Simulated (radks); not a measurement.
Question: Radial electron density D(r) = 4 pi r^2 rho(r) of an atom or ion with 12 electrons. Calculated with a radial shooting solver on a logarithmic mesh with Libxc functionals: scalar-relativistic Kohn-Sham, PBE, spin-unpolarised, spherical densities, finite nucleus; Fermi nuclear charge, rms radius of each element as measured or else 0.836 A^(1/3) + 0.57 fm.

```
   r/bohr * D(r) (the largest magnitude, 15.8, reaches the edge; | marks zero)
  0.01261 |        *
  0.01434 |          *
  0.01629 |            *
  0.01852 |               *
  0.02088 |                  *
  0.02373 |                      *
  0.02697 |                          *
  0.03065 |                              *
  0.03456 |                                  *
  0.03928 |                                       *
  0.04464 |                                            *
  0.05074 |                                                *
  0.05721 |                                                   *
  0.06502 |                                                     *
   0.0739 |                                                      *
  0.08399 |                                                     *
   0.0947 |                                                   *
   0.1076 |                                                *
   0.1223 |                                            *
    0.139 |                                       *
   0.1568 |                                    *
   0.1782 |                                 *
   0.2025 |                                 *
   0.2302 |                                  *
   0.2595 |                                      *
   0.2949 |                                          *
   0.3352 |                                             *
    0.381 |                                                *
   0.4296 |                                                *
   0.4882 |                                             *
   0.5549 |                                       *
   0.6306 |                               *
    0.711 |                        *
   0.8081 |                 *
   0.9185 |           *
    1.044 |       *
    1.177 |     *
    1.338 |     *
     1.52 |    *
    1.728 |    *
    1.948 |    *
    2.214 |   *
    2.517 |  *
     2.86 | *
    3.225 |*
    3.666 *
    4.166 *
    4.735 *
    5.339 *
    6.068 *
    6.896 *
```

What is the nuclear charge?

Answer: Z = 14. The innermost maximum, from 1s, lies near gamma/Z bohr with gamma = sqrt(1 - (Z/c)^2) = 0.995, here 0.0711 bohr (found: 0.0751), and its height grows with Z. The density is that of the silicon ion Si2+ in [He] 2s1.75 2p6 3s2 3p0.25; the configuration itself is not fixed sharply by these data, and Z only to about a unit. D(r) has 2 maxima, at r = 0.0751, 0.403 bohr, and minima at 0.196 bohr, inside which lie 2.20 electrons.
